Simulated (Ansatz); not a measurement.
Species: H₂AlO₂, SMILES `[OH][Al][OH]` (H–O–Al–O torsion 0°, O–Al–O–H torsion 0°) (charge 0, multiplicity 2).

Give a relaxed geometry from PBE0-D4/def2-TZVP (Ansatz, a first-principles code).

One answer among several that fit: the end point of this relaxation, one of several conformers (outside a Z-matrix the atoms follow the SMILES, hydrogens last).
Z-matrix (Å, degrees):
```
Al
O 1 1.6985
H 2 0.9568 1 125.79
O 1 1.6986 2 125.02 3 0.06
H 4 0.9568 1 125.75 2 0.09
```
